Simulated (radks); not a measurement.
Coulomb parameter of the 4f shell of the erbium ion Er3+ in the model configuration [Xe] 4f10 6p1, as a second difference U = [E(n + 1) + E(n - 1) - 2 E(n)] / (1)^2 with all orbitals relaxed. "Bare": the charge of the atom changes with n. "Screened": the 6p shell takes up the change at fixed total charge, which measures U(4f,4f) + U(6p,6p) - 2 U(4f,6p). All-electron calculation, scalar-relativistic Kohn-Sham, LDA (Slater exchange, Perdew-Wang correlation), spin-unpolarised, spherical densities, finite nucleus; Fermi nuclear charge, rms radius 5.2516 fm. Program: a radial shooting solver on a logarithmic mesh with Libxc functionals.

| case | configuration | E - E(n) (eV) |
|---|---|---|
| start | [Xe] 4f10 6p1 | 0.000 |
| bare +1 | [Xe] 4f11 6p1 | -37.765 |
| bare -1 | [Xe] 4f9 6p1 | 58.676 |
| screened +1 | [Xe] 4f11 | -22.312 |
| screened -1 | [Xe] 4f9 6p2 | 32.337 |

U(bare) = 20.911 eV, U(screened by 6p) = 10.026 eV, against the Slater integral F0(4f,4f) = 34.595 eV with frozen orbitals.
